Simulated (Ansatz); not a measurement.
```xyz
8

C     0.0000    0.0000   -0.6988
C     0.0000    0.0000    0.6988
H     0.0000   -0.9420   -1.0719
H    -0.8158    0.4710   -1.0719
H     0.8158    0.4710   -1.0719
H     0.0000    0.9420    1.0719
H    -0.8158   -0.4710    1.0719
H     0.8158   -0.4710    1.0719
```

Basis set: 6-31G* (spherical functions). Correlated methods keep 2 orbitals frozen. Charge 0, multiplicity 1.

Computed with Ansatz (development build ahead of 0.2.0); each method stands on the lowest determinant of its kind that the runs found. Restricted open shells among the atoms or ions are ROHF, correlated in semicanonical orbitals with singles.

Question: Give the atomization energy at this shape (free ground-state atoms in the same class of orbitals less the molecule, no zero-point energy) of singlet C₂H₆ by RHF-MP2, RHF.

Answer:

```
 method  atomization energy
RHF-MP2            27.18 eV
    RHF            23.07 eV
```

Caution: no unrestricted run beside it, a lower state can exist; the shape is not the minimum.
